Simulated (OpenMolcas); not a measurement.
## Co6+: Racah parameters, the spin-orbit constant, worked from levels

```
Program             : OpenMolcas 26.06
Basis               : ANO-RCC-VQZP [7s6p4d3f2g1h]
Scalar Hamiltonian  : DKH2, point nucleus
Active space        : 3 electrons in 10 orbitals (3d 4d)
State averaging     : 2S+1 = 4 even, 10 roots; 2S+1 = 2 even, 40 roots
Spin-orbit coupling : state interaction with AMFI integrals over the reference wave functions, term energies averaged over their components
```

Methods: CASSCF; MS-CASPT2, IPEA 0.25 Eh, imaginary shift 0.1 Eh (closed shells correlated: 3s 3p). Measured levels: Sugar and Corliss, J. Phys. Chem. Ref. Data 10, 1097 (1981).

**Racah parameters.** Above ⁴F, d3 has ⁴P at 15B, ²G at 4B + 3C and ²H at 9B + 3C. The first two fix B and C, and the third tests them; where it misses by thousands of cm-1, two parameters do not describe the configuration (Trees and configuration-interaction terms are left out) and B and C hang on the terms chosen. Term energies are centres of gravity, weighted by 2J + 1.

| Source | ⁴P | ²G | B | C | C/B | ²H from B, C | ²H found |
| --- | --- | --- | --- | --- | --- | --- | --- |
| CASSCF | 24280 | 24846 | 1619 | 6124 | 3.78 | 32943 | 33104 |
| MS-CASPT2 | 20937 | 22605 | 1396 | 5674 | 4.06 | 29586 | 31812 |

Energies in cm-1. From CASSCF to MS-CASPT2, B changes by -13.8 % and C by -7.3 %.

**The spin-orbit constant.** For the Hund term ⁴F of d3, E(J) = (A/2) J(J+1) + constant and ζ = 2S·A = 3A. From J = 3/2 to J = 9/2 the energy changes by 10.5 A.

```tsv
Source	E(9/2) - E(3/2)	A	ζ
CASSCF	2882.4	274.5	824
MS-CASPT2	2886.8	274.9	825
measured	2723.0	259.3	778
```

All in cm-1. MS-CASPT2 is off by +6.0 % and CASSCF by +5.9 %. Both methods take the spin-orbit matrix elements from the reference wave functions, so the second can move ζ only through the term energies and any multistate remixing. Second-order mixing with other terms is absorbed into this ζ.

CASPT2 breaks the degeneracy within a term, and the mean is taken; among the terms shown or strongly mixed into the levels shown the widest spread is 720 cm-1 (3d³ ⁴F, MS-CASPT2). Active for correlation alone: 4d; no level in the range computed is led by a configuration that fills it, so any true level of that kind is missing. Without dynamic correlation excited terms often stand tens of per cent too high (terms of higher spin than the ground term too low), and those without a measured partner can miss by more than the paired ones (holds for CASSCF). Computed and measured levels are paired by configuration, term and J; levels that our copy of the source lacks, or whose pairing is in doubt (as where it misses far off the trend of its configuration), stay unpaired and out of the deviations. Only configurations of the active space appear.
